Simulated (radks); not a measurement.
Q: These are the eigenvalues of the occupied orbitals of an atom or ion with whole-number occupations (eV). Calculated with a radial shooting solver on a logarithmic mesh with Libxc functionals: scalar-relativistic Kohn-Sham, PBEsol, spin-polarised, spherical densities, finite nucleus; Fermi nuclear charge, rms radius of each element as measured or else 0.836 A^(1/3) + 0.57 fm.

1s: -3234.733
2s: -409.1662
2p: -343.1133
3s: -115.9505

Which element is it, and in what charge state? The configuration may be excited. Open shells, if any, are filled with parallel spins first.

A: Z = 18, argon, charge +6: Ar6+ in [Ne] 3s2. The list shows which subshells hold electrons but not how many an open one holds; the 1s level, -118.87 hartree, gives Z - s = 15.4 by -(Z - s)^2/2, which with screening and relativity narrows Z to a few neighbours, and the depths of the outer levels then fix element, charge and occupations together.
